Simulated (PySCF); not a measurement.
Spectrum to structure. The calculation used TDDFT PBE0/def2-SVPD, vertical, gas phase, core orbitals frozen in the response (PySCF 2.14.0, density-fitted response routines). Geometries: GFN2-xTB, one conformer each.

```csv
state,E (eV),f,"main configurations (H = HOMO, L = LUMO)"
S1,5.95,0.070,"H→L (55%), H→L+1 (41%)"
S2,6.25,0.024,"H→L+2 (73%), H→L+1 (18%)"
S3,6.39,0.316,"H→L+1 (39%), H→L (33%), H→L+2 (25%)"
S4,6.64,0.0010,H→L+3 (90%)
S5,6.95,0.015,"H-1→L (51%), H→L+4 (18%), H-2→L (13%)"
S6,6.97,0.022,"H→L+4 (76%), H-1→L (17%)"
S7,7.04,0.0049,H→L+5 (91%)
S8,7.26,0.010,H→L+6 (96%)
```

Triplets computed (Tamm–Dancoff): 4.07, 5.80, 5.95 eV.

**Question.** Which candidate is it? All have the formula C5H12Si2.
A. `C=C[Si@@H]1C[SiH2][C@@H]1C`
B. `C1(=CCCC1)[SiH2][SiH3]`
C. `C#CC[Si](C)(C)[SiH3]`

**Answer.** B. Its S1 lies at 5.95 eV; the nearest of the others has S1 at 6.39 eV. S1 is HOMO→LUMO (55%), HOMO→LUMO+1 (41%). Löwdin shares by element: HOMO carbon 72% or more (atoms not listed hold the other 28%); LUMO carbon 46% or more, silicon 25% (atoms not listed hold the other 29%). At the same level the other candidates give, for their lowest levels:
- `C#CC[Si](C)(C)[SiH3]`: 6.39 eV (f 0.002); 6.56 eV (f 0.029); 6.67 eV (f 0.007); 6.76 eV (f 0.007); 6.86 eV (f 0.003); T1 5.37 eV; HOMO -7.28, LUMO 0.29 eV
- `C=C[Si@@H]1C[SiH2][C@@H]1C`: 5.41 eV (f 0.027); 5.95 eV (f 0.100); 6.05 eV (f 0.020); 6.46 eV (f 0.010); 6.54 eV (f 0.002); T1 4.11 eV; HOMO -7.32, LUMO -0.79 eV
